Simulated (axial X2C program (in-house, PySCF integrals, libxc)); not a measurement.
## Nd: configurations by level of theory

Computed with an axial X2C code built on PySCF integrals, basis dyall-v3z (cores contracted in-house), spin-free (one-electron X2C) and two-component (2c, atomic mean-field Coulomb and Gaunt terms). Energies in eV from the lowest row of each column (rows without correlated energies are left out; n/a marks j-coupled starts, which PBE0 does not hold); electrons by l are Mulliken totals of the Hartree–Fock solution, and PBE0 can relax to another configuration under the same block occupation. Coupled cluster uses truncated natural virtuals with an MP2 remainder. Frozen shells in the correlated columns: 4 s, 3 p, 2 d.

The low spin-free determinants:

```
electrons by l  M_S, M_L    HF   MP2  PBE0
s12 p24 d20 f4      2, 5  0.00  0.00  0.02
s12 p24 d20 f4      2, 6  0.05  0.05  0.25
s12 p24 d20 f4      2, 3  0.41  0.31  0.00
s12 p24 d20 f4      2, 0  1.02  0.76  0.24
s12 p24 d20 f4      2, 1  1.16  0.88  0.30
s12 p24 d20 f4      2, 4  1.20  0.90  0.53
s12 p24 d20 f4      2, 4  1.43  1.09  0.59
s12 p24 d20 f4      2, 2  1.46  1.14  0.68
```

And the two-component ones:

```json
{"electrons by l": "s12 p24 d20 f4", "2M_J": "6", "HF": "0.00", "MP2": "0.00", "PBE0": "0.00"}
{"electrons by l": "s12 p24 d20 f4", "2M_J": "8", "HF": "0.01", "MP2": "0.00", "PBE0": "0.18"}
{"electrons by l": "s12 p24 d20 f4", "2M_J": "2", "HF": "0.50", "MP2": "0.40", "PBE0": "0.08"}
{"electrons by l": "s12 p24 d20 f4", "2M_J": "14", "HF": "0.47", "MP2": "0.47", "PBE0": "0.51"}
{"electrons by l": "s12 p24 d20 f4", "2M_J": "16", "HF": "0.58", "MP2": "0.56", "PBE0": "0.79"}
{"electrons by l": "s12 p24 d20 f4", "2M_J": "10", "HF": "0.79", "MP2": "0.68", "PBE0": "0.39"}
{"electrons by l": "s12 p24 d20 f4", "2M_J": "4", "HF": "1.25", "MP2": "0.99", "PBE0": "0.48"}
{"electrons by l": "s11 p24 d21 f4", "2M_J": "8", "HF": "0.66", "MP2": "1.04", "PBE0": "0.88"}
```

Ground level as tabulated from the NIST Atomic Spectra Database (leading term): 2S+1 = 5, L = 6, J = 4.

Spin-free rows of one term, and 2c rows of one J level, should be degenerate; broken spherical symmetry, the missing current term of PBE0 and determinants that mix terms or J levels spread them. The search is wide but not exhaustive and can miss a configuration; gaps between s and d configurations can be off by some tenths of an eV with this basis and core.

The run took 2.6 min on 1 thread of Arm Neoverse V1, with other jobs on the host.
